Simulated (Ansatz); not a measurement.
Calculated with Ansatz (gas phase, PBE0-D4/def2-TZVP geometries, no zero-point term in ΔE). CCSD(T)/CBS adds triple-zeta CCSD(T) − MP2 to the extrapolated MP2 energy (def2 sets, frozen cores). This one scheme is used for every species. Functionals use def2-TZVPP.

`[SiH3]C1(Cl)CC1` + H₂ → `[SiH3]C1CC1` + HCl  (hydrogenolysis of a C–Cl bond)

| level | ΔE (kJ/mol) | difference from CCSD(T)/CBS |
| --- | --- | --- |
| LDA (SPW92) | -75.7 | 4.8 |
| revPBE-D4 | -69.0 | 11.5 |
| BLYP-D4 | -71.5 | 9.0 |
| PBE0-D4 | -81.6 | -1.1 |
| r2SCANh-D4 | -80.4 | 0.1 |
| BHLYP-D4 | -85.7 | -5.2 |
| CAM-B3LYP-D4 | -84.4 | -3.9 |
| ωB97X-V | -80.5 | 0.0 |
| PBE-QIDH | -85.5 | -5.0 |
| revPBE | -83.8 | -3.3 |
| r2SCAN | -79.7 | 0.8 |
| PBE0 | -87.3 | -6.8 |
| r2SCANh | -82.1 | -1.6 |
| MP2/def2-SVP | -82.8 | -2.3 |
| HF/def2-QZVPP | -104.4 | -23.9 |
| SCS-MP2/def2-QZVPP | -80.0 | 0.5 |
| CCSD(T)/CBS | -80.5 | 0 |

Largest T1 diagnostic among the species: 0.010.

From BLYP to BHLYP (50 % exact exchange), in def2-TZVPP and without D4, ΔE moves by −9.8 kJ/mol. At CCSD(T), def2-SVP lies −6.5 kJ/mol from the extrapolated value and def2-TZVPP −4.0 kJ/mol.
